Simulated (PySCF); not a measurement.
Compounds:

A. `C=Nc1cccc(Cl)c1`
B. `C=C[SiH]1OC(=O)C(=O)O1`
C. `C=C(C)CC(=O)[SiH2]CCl`
D. `Cc1cccc2[nH]ncc12`

Spectrum 1. ¹H NMR (500 MHz, computed): δ 5.50 (m, 1H), 5.35 (m, 1H), 4.58 (t, 2H), 3.23 (s, 2H), 3.21 (t, 2H), 1.79 (s, 3H). ¹³C{¹H} NMR (computed): δ 239.7 (C), 144.1 (C), 124.7 (CH2), 62.7 (CH2), 28.6 (CH2), 23.1 (CH3).

Spectrum 2. ¹H NMR (500 MHz, computed): δ 6.95 (m, 1H), 6.72 (m, 1H), 6.28 (m, 1H), 5.57 (m, 1H). ¹³C{¹H} NMR (computed): δ 156.8 (C), 151.5 (CH2), 134.2 (CH).

Spectrum 3. ¹H NMR (500 MHz, computed): δ 9.53 (br s, 1H), 8.17 (s, 1H), 7.60 (m, 1H), 7.42 (d, 1H), 7.32 (d, 1H), 2.82 (s, 3H). ¹³C{¹H} NMR (computed): δ 144.8 (C), 136.7 (C), 135.8 (CH), 131.1 (CH), 128.8 (C), 126.0 (CH), 109.4 (CH), 19.5 (CH3).

Spectrum 4. ¹H NMR (500 MHz, computed): δ 7.71 (d, 1H), 7.61 (m, 1H), 7.45 (d, 1H), 7.40 (d, 1H), 7.31 (d, 1H), 6.82 (s, 1H). ¹³C{¹H} NMR (computed): δ 158.2 (C), 155.4 (CH2), 146.5 (C), 135.3 (CH), 131.3 (CH), 127.7 (CH), 121.0 (CH).

- structure optimised with GFN2-xTB
- σ from GIAO-PBE0/pcSseg-1
- run in PySCF 2.14.0 with density-fitted response routines
- one conformer, one averaged value for each set of equivalent atoms, relativity neglected, gas phase

References, each an isolated molecule treated in the same way: TMS for ¹H (σ = 31.72 ppm) and ¹³C (σ = 186.93 ppm). Where no couplings were computed, multiplicities follow the n + 1 count of equivalent neighbours, and m marks all less simple cases (inequivalent or close neighbours, rings, F or P nearby). Shifts are as computed. Against solution values, carbons near 30 ppm lie about +3 ppm off and those near 130 ppm about +5 ppm; carbons on Cl a further +6 ppm. Of 1211 compounds with measured shifts, 218 miss one by over three times the rms of a fit or turn the order of signals round; such compounds aren't used in these exercises. Carbons bonded to Cl come out too deshielded. OH and NH positions are gas-phase values without hydrogen bonding to other molecules.

Problem. Which spectrum belongs to which compound?

Solution. 1–C, 2–B, 3–D, 4–A.

- Spectrum 1 (C): 6 ¹³C signals; δC 144.1 is a fully substituted alkene carbon; δC 124.7 is a terminal =CH2 carbon.
- Spectrum 2 (B): 3 ¹³C signals; δC 151.5 is a terminal =CH2 carbon; δC 134.2 is an alkene CH.
- Spectrum 3 (D): 8 ¹³C signals; δC 131.1 is an aromatic CH; δC 19.5 is a methyl carbon on an aromatic ring.
- Spectrum 4 (A): 7 ¹³C signals; δC 158.2 is an aromatic carbon bearing nitrogen; δC 135.3 is an aromatic CH.
